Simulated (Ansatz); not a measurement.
Worked example: GaH2Cl + BH2(SH) → GaH2(SH) + BH2Cl

Species: GaH2Cl `[Cl][GaH2]`, singlet; BH2(SH), singlet; GaH2(SH), singlet; BH2Cl `BCl`, singlet. The partners trade Cl for SH: Ga–Cl and B–SH bonds give way to Ga–SH and B–Cl.

Shapes, held fixed at every level: PBE0-D4/def2-TZVP. Programs: Ansatz 0.2.0. The zero-point and thermal change to 298 K, harmonic and unscaled (PBE0-D4/def2-TZVP), is -1.4 kJ/mol.

At CCSD(T)/def2-TZVPP; 1 Eh = 2625.50 kJ/mol:

```
 species   energy (Eh)
  GaH2Cl  -2384.429188
 BH2(SH)   -424.329173
GaH2(SH)  -2323.019402
   BH2Cl   -485.727891
```

Task: Work out ΔH(298 K) of the reaction at this level.

Result: 
1. Products less reactants: (-2323.019402) + (-485.727891) − [(-2384.429188) + (-424.329173)] = 0.011068 Eh = +29.1 kJ/mol.
2. With the thermal change: +29.1 + (-1.4) = +27.7 kJ/mol.

Other levels give +26.8 (MP2/def2-TZVPP) to +32.8 kJ/mol (HF/def2-SVP). No measured value is set beside it here. Relativity is left out for Ga unless named. Correlated rows may include outer-core shells of Ga, which these sets cover unevenly.
